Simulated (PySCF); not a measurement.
Predicted microwave data (PBE0-D3(BJ)/def2-SVP geometry optimisation, gas phase in PySCF) for one isomer of C6H10OP2:

```
Rotational constants : A = 1548, B = 898.7, C = 642.9 MHz
Dipole components    : |μa| = 1.26 D, |μb| = 1.19 D, |μc| = 1.16 D
Inertial defect      : -102.77 u·Å²
κ                    : -0.43
```

Problem. Which structure is it? (One computed conformer of each.)
A. `[CH3:1][P:2]([CH2:3][PH2:4])[c:5]1[cH:6][cH:7][cH:8][o:9]1` with C1–P2–C3–P4 -172°, P2–C3–P4–H -42° and 52°, C1–P2–C5–C6 9°
B. `[PH2:1][CH2:2][CH2:3][PH:4][c:5]1[cH:6][cH:7][o:8][cH:9]1` with H–P1–C2–C3 45° and -48°, P1–C2–C3–P4 65°, C2–C3–P4–C5 170°, C3–P4–C5–C6 91°

Solution. A. It is CP(CP)c1ccco1, an asymmetric top, point group C1. The candidates at the same level (rigid rotor, commonest isotopes):

| SMILES | A (MHz) | B (MHz) | C (MHz) | μa (D) | μb (D) | μc (D) | Δ (u·Å²) | point group | rotor |
| --- | --- | --- | --- | --- | --- | --- | --- | --- | --- |
| CP(CP)c1ccco1 | 1548 | 898.7 | 642.9 | 1.26 | 1.19 | 1.16 | -102.77 | C1 | asymmetric top |
| PCCPc1ccoc1 | 3876 | 440.6 | 429.4 | 1.24 | 0.47 | 1.22 | -100.58 | C1 | near-prolate asymmetric top |

`PCCPc1ccoc1` has A 150 % too high. No structure here is proved a minimum.
